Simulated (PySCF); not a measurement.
Isomers of C2H7BO, mass 58.059 u with the commonest isotopes. Theory: PBE0-D3(BJ)/def2-SVP geometry optimisation, gas phase in PySCF 2.14.0. One conformer each, none proved a minimum here; rigid rotors.

Question: Order these by dipole moment, smallest first.
A. `BOCC` (BH2(OEt))
B. `[BH2:1][CH2:2][O:3][CH3:4]` with H–B1–C2–O3 4° and -178°, B1–C2–O3–C4 -177°
C. `[CH3:1][BH:2][O:3][CH3:4]` with C1–B2–O3–C4 179°

Answer: C (1.10 D), B (1.62 D), A (1.89 D).

Question: Order these by rotational constant C, smallest first.
A. `[BH2:1][CH2:2][O:3][CH3:4]` with H–B1–C2–O3 4° and -178°, B1–C2–O3–C4 -177°
B. BH2(OEt), `[H]B([H])OCC`
C. `[CH3:1][BH:2][O:3][CH3:4]` with C1–B2–O3–C4 179°

Answer: C (3632 MHz), A (3951 MHz), B (4482 MHz).

Question: Order these by rotational constant B, largest first.
A. BH2(OEt) (`[H]B([H])OCC`)
B. `[CH3:1][BH:2][O:3][CH3:4]` with C1–B2–O3–C4 179°
C. `[BH2:1][CH2:2][O:3][CH3:4]` with H–B1–C2–O3 4° and -178°, B1–C2–O3–C4 -177°

Answer: A (4605 MHz), C (4276 MHz), B (3843 MHz).

```tsv
SMILES	point group	Ia (u·Å²)	Ib (u·Å²)	Ic (u·Å²)	κ	μa (D)	μb (D)	μc (D)
BCOC	near Cs	16.09	118.18	127.91	-0.98	0.72	1.45	0.05
[H]B([H])OCC	C1	22.19	109.75	112.77	-0.99	1.70	0.61	0.55
CBOC	–	13.98	131.49	139.15	-0.99	1.05	0.34	0.02
```
